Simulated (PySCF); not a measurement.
A species of formula C7H13FO2 has this rotational fingerprint, computed with PBE0/pcSseg-1 in PySCF (dipole) on a GFN2-xTB geometry, gas phase:

- Rotational constants: A = 1767, B = 1111, C = 813.6 MHz
- Dipole components: |μa| = 1.67 D, |μb| = 0.95 D, |μc| = 0.77 D
- Inertial defect: -119.94 u·Å²
- κ: -0.38

**Question.** Which candidate fits, each taken in the one conformer that was computed?
A. `[CH3:1][O:2][CH2:3][C@@:4]([F:5])([O:6][CH3:7])[CH:8]1[CH2:9][CH2:10]1` with C1–O2–C3–C4 -72°, O2–C3–C4–F5 71°, C3–C4–O6–C7 -178°, C3–C4–C8–C9 -72°
B. `[CH3:1][CH2:2][O:3]/[C:4]([O:5][CH3:6])=[C:7](/[CH3:8])[CH2:9][F:10]` with C1–C2–O3–C4 -80°, C2–O3–C4–O5 -65°, O3–C4–O5–C6 -48°, C4–C7–C9–F10 -107°
C. `[CH3:1][CH2:2][C@@:3]1([O:4][C@H:5]([CH3:6])[F:7])[CH2:8][CH2:9][O:10]1` with C1–C2–C3–O4 -58°, C2–C3–O4–C5 -71°, C3–O4–C5–C6 -155°
D. `[CH3:1][O:2][C@@H:3]1[CH2:4][CH2:5][C@@H:6]([CH2:7][F:8])[CH2:9][O:10]1` with C1–O2–C3–C4 -169°, C5–C6–C7–F8 -61°, O2–C3–C4–C5 -71°, C3–C4–C5–C6 -51°, C4–C5–C6–C7 -70°, C5–C6–C9–O10 -57°

**Answer.** C. It is CC[C@@]1(O[C@H](C)F)CCO1, an asymmetric top, point group C1. The candidates at the same level (rigid rotor, commonest isotopes):

| SMILES | A (MHz) | B (MHz) | C (MHz) | μa (D) | μb (D) | μc (D) | Δ (u·Å²) | point group | rotor |
| --- | --- | --- | --- | --- | --- | --- | --- | --- | --- |
| COC[C@@](F)(OC)C1CC1 | 1742 | 1155 | 859.1 | 1.05 | 0.48 | 0.59 | -139.43 | C1 | asymmetric top |
| CCO/C(OC)=C(/C)CF | 1494 | 1112 | 718.9 | 2.59 | 0.12 | 0.74 | -89.69 | C1 | asymmetric top |
| CC[C@@]1(O[C@H](C)F)CCO1 | 1767 | 1111 | 813.6 | 1.67 | 0.95 | 0.77 | -119.94 | C1 | asymmetric top |
| CO[C@@H]1CC[C@@H](CF)CO1 | 3118 | 776.5 | 713.7 | 1.72 | 0.76 | 0.13 | -104.82 | C1 | near-prolate asymmetric top |

`COC[C@@](F)(OC)C1CC1` has C 6 % too high; `CCO/C(OC)=C(/C)CF` has A 15 % too low; `CO[C@@H]1CC[C@@H](CF)CO1` has A 76 % too high. No structure here is proved a minimum.
